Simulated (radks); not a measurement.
Task: The germanium anion Ge4-, [Kr], held by a Watson sphere: a shell of charge +4 at radius R that stands for the Madelung well of a crystal (potential energy -4/R inside, -4/r outside, in hartree with lengths in bohr). All-electron calculation, scalar-relativistic Kohn-Sham, PBEsol, spin-polarised, spherical densities, finite nucleus; Fermi nuclear charge, rms radius of each element as measured or else 0.836 A^(1/3) + 0.57 fm. Program: a radial shooting solver on a logarithmic mesh with Libxc functionals. Response by self-consistent Sternheimer equations with the Hartree and adiabatic LDA kernel, the relativistic mass of each level held fixed and spin-orbit coupling left out. The sphere does not respond.

R (bohr)  e(3d) (eV)  e(4s) (eV)  e(4p) (eV)  <r> 4p (bohr)  sum of <r^2> (bohr^2)  X-ray form factor at sin(theta)/lambda = 0.3 1/angstrom  alpha (bohr^3)
2.53         -28.186     -14.362      -6.903          2.705                  72.83                                                   21.766           48.85
2.68         -27.764     -13.802      -6.611          2.787                  76.39                                                   21.797           54.97
2.7          -27.716     -13.731      -6.573          2.798                  76.87                                                   21.802           55.85
3.71         -26.582     -11.049      -4.895          3.371                  103.9                                                   22.000           122.5
3.73         -26.574     -11.011      -4.867          3.383                  104.5                                                   22.002           124.4
5.04         -26.352      -9.486      -3.508          4.158                  147.9                                                   22.054           312.1

Estimate the row for R = 3.27 bohr.

Result: e(3d) (eV) -26.860; e(4s) (eV) -12.012; e(4p) (eV) -5.558; <r> 4p (bohr) 3.119; sum of <r^2> (bohr^2) 91.50; X-ray form factor at sin(theta)/lambda = 0.3 1/angstrom 21.930; alpha (bohr^3) 87.39.
